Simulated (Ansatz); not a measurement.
## Ansatz (development build ahead of 0.2.0) run

```yaml
crystal:
  periodic: [false, false, false]
  atoms:
    - { symbol: H, position_ang: [-0.92542, -0.93113, -0.92725] }
    - { symbol: Li, position_ang: [-0.93194, -0.93392, 0.93136] }
    - { symbol: Li, position_ang: [-0.92583, 0.93073, -0.92469] }
    - { symbol: H, position_ang: [-0.93187, 0.92564, 0.92701] }
    - { symbol: Li, position_ang: [0.93178, -0.92763, -0.92921] }
    - { symbol: H, position_ang: [0.92641, -0.92475, 0.92587] }
    - { symbol: H, position_ang: [0.93487, 0.92966, -0.92603] }
    - { symbol: Li, position_ang: [0.93288, 0.93029, 0.92839] }
basis:
  gaussian: { orbitals: cc-pVDZ }
hamiltonian:
  xc: hf
correlation:
  method: mp2
  frozen_orbitals: { H: 0, Li: 0 }
```

The input is written out in the form of the current development build from the run's settings.

Output:

```
Converged                       : yes
Reference energy                : -32.14412 hartree
Correlation energy              : -0.10972 hartree
Total energy                    : -32.25384 hartree
Spin squared of the determinant : 0.000
```
